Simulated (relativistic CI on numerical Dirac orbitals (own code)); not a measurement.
**One change at a time: V9+**

Base calculation: Dirac-Coulomb-Breit CI, orbitals from a KLI potential per configuration, a model potential for QED, unscaled Slater integrals.

CI space (outside the closed core [Ne]): 3s²3p², 3s3p³, 3s²3p3d, 3p⁴, 3s3p²3d, 3p³3d, 3s3p3d², 3s²3p4s, 3s²3p4p, 3s²3d4p, 3p³4s, 3p³4p, 3s²3p4d, 3s3p3d4s, 3s3p²4s, 3s²3p4f, 3s3p²4p, 3s²3p5s, 3s3p²4d, 3s²3p5p, 3p²3d4p, 3s²4s4p, 3s3p²4f, 3s²3p5d, 3s²3p5f, 3s²3p5g, 3s3p4s², 3s²3p6s, 3s²3p6p, 3s²3d², 3s3d³, 3p²3d², 3p3d³, 3p3d²4s, 3p3d²4p, 3p3d²4d, 3s²3d4s, 3s3d²4s, 3s3p3d4p, 3s3d²4p, 3s3d4s4p, 3s3d4p², 3s3d4p4d, 3p²3d4s, 3p3d4s², 3p3d4s4p, 3p3d4s4d, 3s²4s², 3s3d4s², 3s²4p². Double excitations out of closed p, d and f shells are left out; levels of such configurations are missing from the list, as are those of other unlisted configurations, and high levels can miss mixing partners. These lack a partner that the ground configuration has and come out too high: 3s3p²4d, 3s3p²4f, 3s²3p4f, 3s²3p5s, 3s²3p5p.

Variants: (1) configuration mixing switched off; (2) QED terms removed. Shifts of the energy above 3s²3p² ³P0, in cm⁻¹, for the lowest level and the first level of each name with at least 55 % of one term (blank where a level changes its place among those of its configuration and J or its character, or is not in the variant):

| Level | Base | Δ(1) | Δ(2) |
| --- | --- | --- | --- |
| 3s²3p² ³P0 | 0 | 0 | 0 |
| 3s²3p² ³P1 | 4084 | +9 | -12 |
| 3s²3p² ³P2 | 9352 | +185 | -23 |
| 3s²3p² ¹D2 | 34264 | +1969 | -24 |
| 3s²3p² ¹S0 | 71449 | +7550 | -16 |
| 3s3p³ ⁵S°2 | 157381 | -18341 | +319 |
| 3s3p³ ³D°1 | 220622 | +12005 | +286 |
| 3s3p³ ³D°2 | 220729 | +11738 | +287 |
| 3s3p³ ³D°3 | 221718 | +11709 | +283 |
| 3s3p³ ³P°0 | 255304 | +6419 | +285 |
| 3s3p³ ³P°1 | 255492 | +6641 | +283 |
| 3s3p³ ³P°2 | 255633 | +7194 | +279 |
| 3s3p³ ³S°1 | 335207 | +9664 | +342 |
| 3s²3p3d ³F°2 | 341577 | -6652 | -4 |

At this charge energies of transitions that change n are usually good to better than 1 %, and those within a shell (Δn = 0) to a few per cent.

Ionisation energy from the two ground configurations alone: base 228.501 eV. The NIST ASD value (semi-empirical) is 230.5 eV.

LS names give the leading component of a level, which can be under half, so a name can repeat, a term be missing and a line seem to break the LS rules.
